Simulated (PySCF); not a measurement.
O2S, charge +1, doublet, geometry from GFN2-xTB (a state made from the parent by changing its charge; the spin is typed, not shown lowest); HF/3-21G (PySCF).

PySCF was given this input:
```python
from pyscf import gto, scf

mol = gto.M(
    atom='''
S     0.01164702   -0.00345740    0.31572720
O    -0.03156227    1.26296905   -0.30120014
O     0.00826823   -1.25605426   -0.33025426
''',
    basis='3-21g',
    charge=1,
    spin=1,
    verbose=4,
)

mf = scf.UHF(mol)
mf.kernel()
mf.analyze()
```

Predict the main parts of the log of this PySCF run.


```
PySCF version 2.14.0

[INPUT] verbose = 4
[INPUT] num. atoms = 3
[INPUT] num. electrons = 31
[INPUT] charge = 1
[INPUT] spin (= nelec alpha-beta = 2S) = 1
[INPUT] symmetry False subgroup None
[INPUT] Mole.unit = angstrom
[INPUT] Symbol           X                Y                Z      unit          X                Y                Z       unit  Magmom
[...]
nuclear repulsion = 109.563088799609
number of shells = 17
number of NR pGTOs = 57
number of NR cGTOs = 31
basis = 3-21g
ecp = {}

******** <class 'pyscf.scf.uhf.UHF'> ********
method = UHF
initial guess = minao
damping factor = 0
level_shift factor = 0
DIIS = <class 'pyscf.scf.diis.CDIIS'>
diis_start_cycle = 1
diis_space = 8
diis_damp = 0
SCF conv_tol = 1e-09
SCF conv_tol_grad = None
SCF max_cycles = 50
direct_scf = True
direct_scf_tol = 1e-13
number electrons alpha = 16  beta = 15
Set gradient conv threshold to 3.16228e-05
init E= -544.980929698911

cycle= 1 E= -543.646478660514  delta_E= 1.33  |g|= 0.51  |ddm|= 1.82
cycle= 2 E= -543.75655388436  delta_E= -0.11  |g|= 0.348  |ddm|= 0.921
cycle= 3 E= -543.805033164208  delta_E= -0.0485  |g|= 0.0574  |ddm|= 0.294
cycle= 4 E= -543.80755812743  delta_E= -0.00252  |g|= 0.023  |ddm|= 0.0708
cycle= 5 E= -543.808622786131  delta_E= -0.00106  |g|= 0.00905  |ddm|= 0.066
cycle= 6 E= -543.808866388226  delta_E= -0.000244  |g|= 0.0042  |ddm|= 0.0313
cycle= 7 E= -543.80894031287  delta_E= -7.39e-05  |g|= 0.00181  |ddm|= 0.0179
cycle= 8 E= -543.80895438217  delta_E= -1.41e-05  |g|= 0.000768  |ddm|= 0.00829
cycle= 9 E= -543.80895661268  delta_E= -2.23e-06  |g|= 0.000261  |ddm|= 0.0032
cycle= 10 E= -543.808956867968  delta_E= -2.55e-07  |g|= 0.000118  |ddm|= 0.000982
cycle= 11 E= -543.80895691959  delta_E= -5.16e-08  |g|= 3.77e-05  |ddm|= 0.000505
cycle= 12 E= -543.808956923449  delta_E= -3.86e-09  |g|= 2.34e-05  |ddm|= 0.000152
cycle= 13 E= -543.808956923765  delta_E= -3.15e-10  |g|= 6.87e-06  |ddm|= 2.87e-05
Extra cycle  E= -543.808956923794  delta_E= -2.91e-11  |g|= 6.59e-06  |ddm|= 1.11e-05
converged SCF energy = -543.808956923794  <S^2> = 0.78867005  2S+1 = 2.0383033
**** SCF Summaries ****
Total Energy =                        -543.808956923793630
Nuclear Repulsion Energy =             109.563088799608977
One-electron Energy =                 -956.833767245915624
Two-electron Energy =                  303.461721522513017
Two-electron Coulomb Energy =          344.495689239873684
DFT Exchange-Correlation Energy =      -41.033967717360667
**** MO energy ****
                             alpha | beta                alpha | beta
[...]
To work with the spin densities directly, `use mulliken_meta_spin()` only printing them here.

 ** Mulliken spin pop alpha/beta on meta-lowdin orthogonal AOs **
 ** Mulliken Spin Density (per AO)  **
spin_pop of  0 S 1s        0.00000
spin_pop of  0 S 2s        0.00003
spin_pop of  0 S 3s        0.10542
spin_pop of  0 S 4s        0.00890
spin_pop of  0 S 2px      -0.00001
spin_pop of  0 S 2py      -0.00002
spin_pop of  0 S 2pz       0.00001
spin_pop of  0 S 3px      -0.02287
spin_pop of  0 S 3py      -0.11069
spin_pop of  0 S 3pz       0.13708
spin_pop of  0 S 4px      -0.00024
spin_pop of  0 S 4py      -0.00238
spin_pop of  0 S 4pz       0.01029
spin_pop of  1 O 1s       -0.00001
spin_pop of  1 O 2s       -0.00795
spin_pop of  1 O 3s       -0.00127
spin_pop of  1 O 2px       0.01248
spin_pop of  1 O 2py       0.01406
spin_pop of  1 O 2pz       0.41917
spin_pop of  1 O 3px      -0.00014
spin_pop of  1 O 3py      -0.00012
spin_pop of  1 O 3pz       0.00101
spin_pop of  2 O 1s       -0.00001
spin_pop of  2 O 2s       -0.00795
spin_pop of  2 O 3s       -0.00127
spin_pop of  2 O 2px       0.01225
spin_pop of  2 O 2py       0.00987
spin_pop of  2 O 2pz       0.42359
spin_pop of  2 O 3px      -0.00014
spin_pop of  2 O 3py      -0.00013
spin_pop of  2 O 3pz       0.00103
 ** Mulliken Spin Density (per atom)  **
spin density of  0 S =      0.12551
spin density of  1 O =      0.43724
spin density of  2 O =      0.43724
 ** Mulliken pop alpha/beta on meta-lowdin orthogonal AOs **
 ** Mulliken pop       alpha | beta **
[...]
In total            16.00000 | 15.00000
 ** Mulliken atomic charges   ( Nelec_alpha | Nelec_beta ) **
charge of  0S =      1.66560  (     7.22996      7.10444 )
charge of  1O =     -0.33281  (     4.38502      3.94778 )
charge of  2O =     -0.33280  (     4.38502      3.94778 )

WARN: System has nonzero charge 1; the dipole moment is origin-dependent.
Location of origin: [0. 0. 0.]

Dipole moment(X, Y, Z, Debye):  0.06791, -0.02020,  1.84085
```
